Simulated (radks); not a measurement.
Problem. The indium ion In9+, 40 electrons, occupied as [Kr] 4d4. Method: scalar-relativistic Kohn-Sham, SCAN, spin-polarised, spherical densities, finite nucleus; open shells are filled with parallel spins first (spin-orbit coupling, left out, can overturn this in heavy ions); meta-GGA in the generalised Kohn-Sham scheme; Fermi nuclear charge, rms radius 4.6156 fm; computed with a radial shooting solver on a logarithmic mesh with Libxc functionals. Some entries of the table are withheld. Estimate them.

orbital,occ.,eigenvalue (eV),r(max) (bohr),<1/r> (bohr^-1)
1s up,1,-27977.15,0.01922,51.85
1s down,1,-27977.11,0.01922,51.85
2s up,1,-4352.782,0.1085,11.83
2s down,1,-4351.327,0.1085,11.84
2p up,3,-3920.911,0.08696,11.38
2p down,3,-3919.716,0.08695,11.38
3s up,1,-968.6788,0.3146,4.204
3s down,1,-968.0647,0.3148,4.202
3p up,3,-826.1024,0.3081,3.998
3p down,3,-825.2959,0.3083,3.997
3d up,5,-606.3878,0.2579,(1)
3d down,5,-604.9408,0.2583,(2)
4s up,1,(3),0.7587,1.695
4s down,1,(4),0.7554,1.702
4p up,3,(5),0.7956,1.572
4p down,3,(6),0.7923,1.576
4d up,4,-169.2995,0.8604,1.365

Solution. 
(1) 3d up <1/r> (bohr^-1): 3.765
(2) 3d down <1/r> (bohr^-1): 3.764
(3) 4s up eigenvalue (eV): -282.7057
(4) 4s down eigenvalue (eV): -276.0866
(5) 4p up eigenvalue (eV): -237.5369
(6) 4p down eigenvalue (eV): -230.8217
